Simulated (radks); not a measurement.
Results of a calculation; reference values are marked as such.
Problem. Neutral hafnium, configuration [Xe] 4f14 5d2 6s2. Level of theory: non-relativistic Kohn-Sham, Tao-Mo meta-GGA, spin-unpolarised, spherical densities, point nucleus; meta-GGA in the generalised Kohn-Sham scheme; relativity is left out, which matters for an element this heavy (a radial shooting solver on a logarithmic mesh with Libxc functionals). Some entries of the table are withheld. Estimate them.

| orbital | occ. | eigenvalue (hartree) | <1/r> (bohr^-1) | <r^2> (bohr^2) |
|---|---|---|---|---|
| 1s | 2 | -2213.667 | 71.48 | 0.0005914 |
| 2s | 2 | -361.3948 | 16.73 | 0.009286 |
| 2p | 6 | -345.7322 | 16.76 | 0.006880 |
| 3s | 2 | -81.65487 | 6.416 | 0.05851 |
| 3p | 6 | -74.48709 | 6.361 | 0.05428 |
| 3d | 10 | -61.23497 | 6.279 | 0.04242 |
| 4s | 2 | -15.97739 | 2.751 | 0.2906 |
| 4p | 6 | (1) | 2.656 | 0.3031 |
| 4d | 10 | -7.69181 | 2.453 | 0.3348 |
| 5s | 2 | -2.05611 | 1.051 | 1.736 |
| 5p | 6 | -1.24810 | (2) | 2.195 |
| 4f | 14 | -0.85739 | 1.968 | 0.5437 |
| 6s | 2 | -0.16031 | 0.3267 | 16.36 |
| 5d | 2 | -0.13353 | 0.5708 | 6.806 |

Solution. 
(1) 4p eigenvalue (hartree): -13.02292
(2) 5p <1/r> (bohr^-1): 0.9328
